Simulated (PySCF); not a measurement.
Geometry (Å), atoms numbered from 1 in this order:
```xyz
19

C     0.070   -0.642   -1.390
C     0.324   -0.024   -0.015
C     1.040   -1.024    0.893
C     1.161    1.248   -0.151
C    -1.041    0.350    0.640
C    -1.883   -0.816    0.813
N    -2.540   -1.740    0.946
C    -1.769    1.312   -0.162
N    -2.337    2.070   -0.800
H     1.014   -0.908   -1.860
H    -0.450    0.060   -2.040
H    -0.535   -1.543   -1.304
H     2.002   -1.291    0.461
H     0.453   -1.932    1.012
H     1.219   -0.596    1.879
H     1.341    1.702    0.822
H     2.124    1.011   -0.596
H     0.661    1.978   -0.785
H    -0.864    0.794    1.629
```

- structure optimised with GFN2-xTB
- NMR shieldings at PBE0/pcSseg-1/GIAO
- run in PySCF
- isolated molecule, relativity neglected, fast rotation and ring inversion assumed for equivalent nuclei, single conformer

Problem. Predict the 2D correlation tables (HSQC, COSY, HMBC).

Solution. 

HSQC (one-bond C–H):
```tsv
δH	δC
3.01 (H19)	33.3 (C5)
1.32 (H10/H11/H12/H13/H14/H15/H16/H17/H18)	28.6 (C1/C3/C4)
```

HMBC (two and three bonds, from the bond graph):
```tsv
δH	δC
3.01 (H19)	118.8 (C6/C8), 38.8 (C2), 28.6 (C1/C3/C4)
1.32 (H10/H11/H12/H13/H14/H15/H16/H17/H18)	38.8 (C2), 33.3 (C5), 28.6 (C1/C3/C4)
```

No COSY cross peaks are expected.

Referencing at the same level of theory: $^{1}$H and $^{13}$C against TMS.

Short H···H contacts in this conformer between protons four or more bonds apart (candidates for NOE cross peaks, intensity ∝ r⁻⁶): H15···H19 2.52 Å.

Shifts are as computed. Against solution values, carbons near 30 ppm lie about +3 ppm off and those near 130 ppm about +5 ppm. Of 1211 compounds with measured shifts, 218 miss one by over three times the rms of a fit or turn the order of signals round; such compounds aren't used in these exercises.
